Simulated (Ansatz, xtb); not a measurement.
F2H3SiSn: where a starting geometry ends

The starting geometry of this gas-phase doublet has its atoms placed at random.

```xyz
7

F    -1.7593   -0.0905    0.6727
F     1.7910   -0.1315    1.1676
Si    0.2097   -0.3403    1.4991
Sn    0.4422    1.1368   -0.8328
H    -1.5777    0.2443   -1.5262
H    -1.2593    1.0091    0.0709
H     0.1388   -1.5896    0.6819
```

Question: One run relaxed it with r2SCAN-D4/def2-SVP. What is a likely outcome?

Answer: It ends as a structure given below by its coordinates. Distances that change by over a tenth: Sn4–H6 (1.93 → 2.42 Å), H5–H6 (1.80 → 0.78 Å). Contacts that close: F1–Si3 (2.15 → 1.64 Å).

The energy falls by 5.86 eV over 34 steps:

```tsv
step	E − E(last) (eV)
1	5.857
5	2.909
8	2.182
12	1.716
16	1.656
19	1.649
23	1.401
27	0.294
30	0.010
34	0.000
```

Final geometry (Å):

```yaml
atoms:
  - { symbol: F, position_ang: [-1.2202, -0.3828, 1.3243] }
  - { symbol: F, position_ang: [1.2591, 0.1172, 1.9437] }
  - { symbol: Si, position_ang: [0.3222, -0.5526, 0.7898] }
  - { symbol: Sn, position_ang: [0.4686, 0.7355, -1.5415] }
  - { symbol: H, position_ang: [-1.7750, 1.3600, -1.1510] }
  - { symbol: H, position_ang: [-1.6923, 0.9780, -0.4817] }
  - { symbol: H, position_ang: [0.6230, -2.0169, 0.8497] }
```

From the same start GFN2-xTB ends elsewhere, at `F[SiH](F)[SnH2]`.

From so rough a start the end depends on the optimiser's path, so another program may land elsewhere. The end wasn't checked by frequencies. Open shells are spin-unrestricted. Atoms past krypton carry core potentials, without spin–orbit terms. Run with Ansatz 0.2.0, 96 s on 2 threads of Intel(R) Xeon(R) 6975P-C (Granite Rapids), with other jobs on the host.
